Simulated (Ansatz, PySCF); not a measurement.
SnCl3, SMILES [Cl][Sn]([Cl])[Cl], multiplicity 2. Atoms are numbered in the order given.

```xyz
4

Sn     0.0000     0.0000     0.4147
Cl     1.9061    -1.1004    -0.4401
Cl    -1.9061    -1.1004    -0.4401
Cl     0.0000     2.2009    -0.4402
```
Charge 0, spin multiplicity 2.

The structure is a stationary point at PBE0-D3(BJ)/def2-SVP. The spin state was assumed, not searched. The isomer is the one that the SMILES or the coordinates give; other isomers of the formula were not compared. The def2 effective core potentials stand for the cores of Sn; spin–orbit coupling is left out.

Two levels are set side by side: PBE-D3(BJ)/def2-SVP (Ansatz, a quantum-chemistry and plane-wave program) and PBE0-D3(BJ)/def2-SVP (Ansatz). Each level has its own optimised geometry; the coordinates shown are those of the second. Frequencies come from the Hessian of PySCF at each geometry. Differences are taken from unrounded values.

```
quantity                            PBE0-D3(BJ)
----------------------------------  -----------
mean bond length (Å)                      2.361
bond Sn1–Cl2 (Å)                          2.361
bond Sn1–Cl3 (Å)                          2.361
bond Sn1–Cl4 (Å)                          2.361
highest harmonic wavenumber (cm⁻¹)          371
mean harmonic wavenumber (cm⁻¹)             232
zero-point energy (kcal/mol)               1.99
```

Task: What does PBE-D3(BJ) give, and how far is it from PBE0-D3(BJ)? (An estimate is asked for; the answer gives what the named calculation found.)

Result: 
| quantity | PBE-D3(BJ) | PBE-D3(BJ) minus PBE0-D3(BJ) |
|---|---|---|
| mean bond length (Å) | 2.394 | 0.033 |
| bond Sn1–Cl2 (Å) | 2.394 | 0.033 |
| bond Sn1–Cl3 (Å) | 2.394 | 0.033 |
| bond Sn1–Cl4 (Å) | 2.394 | 0.033 |
| highest harmonic wavenumber (cm⁻¹) | 345 | -25 |
| mean harmonic wavenumber (cm⁻¹) | 215 | -17 |
| zero-point energy (kcal/mol) | 1.85 | -0.14 |

GGA bonds tend to be longer and softer than those of functionals with exact exchange. Differences between two approximate levels are no errors against the true value.
